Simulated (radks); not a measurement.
Results of a calculation; reference values are marked as such.
Task: Coherent X-ray form factor from a spherical all-electron density. Code: a radial shooting solver on a logarithmic mesh with Libxc functionals. Model: non-relativistic Kohn-Sham, PBE, spin-polarised, spherical densities, point nucleus.

| sin(theta)/lambda (1/angstrom) | f0 (electrons) |
|---|---|
| 0.05 | 64.609 |
| 0.1 | 61.601 |
| 0.15 | 58.272 |
| 0.2 | 54.849 |
| 0.25 | 51.376 |
| 0.3 | 47.996 |
| 0.4 | 41.946 |
| 0.5 | 36.940 |
| 0.6 | 32.735 |
| 0.8 | 26.039 |
| 1 | 21.315 |
| 1.25 | 17.611 |
| 1.5 | 15.273 |
| 2 | 11.680 |

The species is in the configuration that NIST lists as its ground one. Which atom or ion scatters so?

Result: Neutral dysprosium, [Xe] 4f10 6s2. Extrapolating in s^2 from the first two rows gives f0(0) = 65.6, near the electron count 66; among species with that count, the fall with angle is slower the higher Z, and the table is that of Z = 66; from so few rows the species is fixed only to a neighbour or two.
